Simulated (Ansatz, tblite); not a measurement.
Cost and result up the ladder for Re2O2⁺ (4 atoms). The state is a doublet with charge 1. Geometry: PBE0-D4/def2-TZVP.

```xyz
4

Re    0.7766   -0.1104    0.8553
Re   -0.5539    0.7118   -0.7468
O     0.0261    0.0493   -2.1500
O    -0.2488   -0.6508    2.0414
```

Ansatz on 4 threads of Arm Neoverse V2 on a shared host; xTB runs through tblite on one thread. Times are rough, summed over both states, and most runs start from the orbitals of an earlier one. RPA@PBE/def2-TZVP serves as the yardstick here, not as an exact answer. The other state is a quartet at its own geometry.

In the def2 sets Re takes a core potential; there is no spin–orbit coupling. The xTB rows come from tblite. Correlated methods freeze 2 core orbitals; core or outer-core shells of Re are correlated, in sets that lack core-valence functions. The structure comes from a short search, and lower isomers may exist.

Run but left out: HF/def2-TZVP, r2SCANh-D4/def2-TZVP, BHLYP-D4/def2-TZVP, MP2/def2-TZVP, CCSD/def2-TZVP, CCSD(T)/def2-TZVP (doublet: ⟨S²⟩ 1.14 to 3.80, where a pure state has 0.75).

Correlated methods converge slowly with the basis.

xTB has no spin-polarisation term.

| level | functions | quartet − doublet (eV) | difference from RPA@PBE/def2-TZVP (eV) | remarks |
| --- | --- | --- | --- | --- |
| GFN1-xTB | 26 | 0.35 | -0.29 | – |
| PBE0-D4/def2-TZVP | 142 | 0.26 | -0.38 | spin-contaminated (⟨S²⟩ 0.93) (doublet) |
| PBE-D4/def2-TZVP | 142 | 0.59 | -0.05 | – |
| CAM-B3LYP-D4/def2-TZVP | 142 | 0.22 | -0.42 | spin-contaminated (⟨S²⟩ 1.00) (doublet) |
| r2SCAN-D4/def2-TZVP | 142 | 0.27 | -0.37 | spin-contaminated (⟨S²⟩ 0.96) (doublet) |
| RPA@PBE/def2-TZVP | 142 | 0.64 | 0.00 | – |
| ωB97X-V/def2-TZVP | 142 | 0.27 | -0.37 | spin-contaminated (⟨S²⟩ 0.98) (doublet) |
| GFN2-xTB | 26 | 0.38 | -0.26 | – |

Problem. Estimate how long each takes.

Solution. GFN1-xTB 0.005 s; GFN2-xTB 0.008 s; PBE-D4/def2-TZVP 4.2 s; RPA@PBE/def2-TZVP 7.8 s; PBE0-D4/def2-TZVP 14 s; CAM-B3LYP-D4/def2-TZVP 17 s; r2SCAN-D4/def2-TZVP 23 s; ωB97X-V/def2-TZVP 54 s. On shared hardware such times vary by a factor of up to 3.
